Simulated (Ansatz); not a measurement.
This geometry of a periodic cell of 13 atoms, LiTi12 (host Ti, host structure hcp, interstitial Li) is a first-order saddle point.

All numbers below come from DFT PBEsol, scalar-relativistic, plane waves, PAW in Ansatz. Settings: cutoff 420 eV, k mesh 3x2x4, gaussian smearing 0.05 eV, no spin polarisation.

```xyz
13
Lattice="5.9000 0.0000 0.0000 -4.4250 7.6643 0.0000 0.0000 0.0000 4.6846" Properties=species:S:1:pos:R:3
Ti -0.055 -0.049 0.007
Ti -0.038 1.602 2.425
Ti -1.427 2.619 0.004
Ti -1.440 4.348 2.331
Ti -2.920 5.059 -0.012
Ti -2.726 7.146 2.224
Ti 2.992 0.058 -0.066
Ti 3.031 1.832 2.359
Ti 1.440 2.371 0.101
Ti 1.417 3.793 2.516
Ti 0.009 5.122 -0.025
Ti -0.304 7.079 2.266
Li 1.471 5.874 2.320
```

Q: Which two structures does it join? (They come from a converged band through this point; their orientation in space is the band's.)

A: The atom that moves furthest is Li13, by 2.32 Å.

Initial state:

```xyz
13
Lattice="5.9000 0.0000 0.0000 -4.4250 7.6643 0.0000 0.0000 0.0000 4.6846" Properties=species:S:1:pos:R:3
Ti -0.005 0.300 0.158
Ti -0.058 1.686 2.482
Ti -1.431 2.599 0.201
Ti -1.494 4.321 2.682
Ti -2.765 4.969 0.304
Ti -2.796 6.973 2.035
Ti 2.973 -0.054 -0.334
Ti 2.912 1.668 2.145
Ti 1.533 2.580 -0.134
Ti 1.479 3.954 2.188
Ti -0.151 4.961 0.314
Ti -0.190 6.963 2.045
Li 1.476 5.961 3.505
```

Final state:

```xyz
13
Lattice="5.9000 0.0000 0.0000 -4.4250 7.6643 0.0000 0.0000 0.0000 4.6846" Properties=species:S:1:pos:R:3
Ti -0.010 0.297 -0.149
Ti -0.061 1.681 2.213
Ti -1.438 2.595 -0.193
Ti -1.502 4.315 2.011
Ti -2.767 4.968 -0.296
Ti -2.801 6.970 2.656
Ti 2.967 -0.058 0.340
Ti 2.907 1.666 2.546
Ti 1.530 2.573 0.143
Ti 1.475 3.952 2.505
Ti -0.155 4.955 -0.306
Ti -0.194 6.958 2.647
Li 1.470 5.957 1.188
```

Q: How far does it lie above each of them?

A: 0.51 eV above the first and 0.51 eV above the second. This is the barrier of this one path; another mechanism may lie lower. Limits of this set-up: coarse k mesh.

The run took 6 min on 4 threads of Intel(R) Xeon(R) Platinum 8488C (Sapphire Rapids), on a shared host, peak memory 2.1 GiB.
